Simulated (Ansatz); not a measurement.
`O[SiH2][SiH]([SiH3])Cl` + H–F → `F[SiH]([SiH3])Cl` + silanol  (cleavage of the Si–Si bond)

Calculated with Ansatz (gas phase, PBE0-D4/def2-TZVP geometries, no zero-point term in ΔE). CCSD(T)/CBS adds triple-zeta CCSD(T) − MP2 to the extrapolated MP2 energy (def2 sets, frozen cores). This one scheme is used for every species. Functionals use def2-TZVPP. B3LYP here is the variant with VWN-RPA as its local correlation; programs differ in this. Each species was taken in one conformer, which may not be the lowest.

CCSD(T)/CBS gives -131.1 kJ/mol.

Problem. Another level gave -118.3 kJ/mol. Which?
A. ωB97M-V/def2-TZVPP
B. B2PLYP/def2-TZVPP
C. B3LYP-D4/def2-TZVPP
D. PBE/def2-TZVPP

Solution. D. PBE -118.3, B3LYP-D4 -133.4, ωB97M-V -139.6, B2PLYP -145.2 kJ/mol.

Largest T1 diagnostic among the species: 0.012.

The D4 term adds +13.2 kJ/mol with B3LYP and +7.6 kJ/mol with PBE0; it sums over pairs of atoms, weighted by their polarisabilities, and B3LYP, whose exchange is more repulsive, gets the larger term. From PBE to PBE0 (25 % exact exchange), in def2-TZVPP and without D4, ΔE moves by −4.5 kJ/mol.
